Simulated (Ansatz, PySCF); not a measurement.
Sn(H)(NH2)3 (H₇N₃Sn), SMILES [NH2][SnH]([NH2])[NH2].

Geometry optimised at PBE0-D3(BJ)/def2-SVP. The structure was generated by enumeration; whether it is a known compound was not checked. The def2 effective core potentials stand for the cores of Sn; spin–orbit coupling is left out. One conformer was computed; it need not be the lowest.

Vertical ionisation energy (IE) and electron affinity (EA) in eV. Rows of orbital energies are one-electron estimates. Where ΔSCF, EOM or ADC give a negative EA the extra electron is unbound and the value depends on the basis.

```
level                                                                        IE          EA
-------------------------------------------------------------------  ----------  ----------
−ε(HOMO), −ε(LUMO), PBE0/def2-TZVP (PySCF)                                 7.17        0.05
−ε(HOMO), −ε(LUMO), PBE/def2-TZVP (PySCF)                                  5.73        0.97
ΔSCF, PBE0/def2-SVPD (Ansatz), final states of multiplicity 2 and 2  (withheld)  (withheld)
ΔSCF, PBE/def2-SVPD (Ansatz), final states of multiplicity 2 and 2         8.60       -0.85
```

Q: Complete the blanks. (An estimate is asked for; the answer gives what the named calculation found.)

A: 
- ΔSCF, PBE0/def2-SVPD (Ansatz, a first-principles code), final states of multiplicity 2 and 2, IE: 9.14
- ΔSCF, PBE0/def2-SVPD (Ansatz), final states of multiplicity 2 and 2, EA: -1.06

Q: What vertical singlet–triplet gap does ΔSCF give with PBE0/def2-SVPD (Ansatz) and with PBE/def2-SVPD (Ansatz)? (An estimate is asked for; the answer gives what the named calculation found.)

A: 5.33 and 4.74 eV (triplet above singlet where positive).
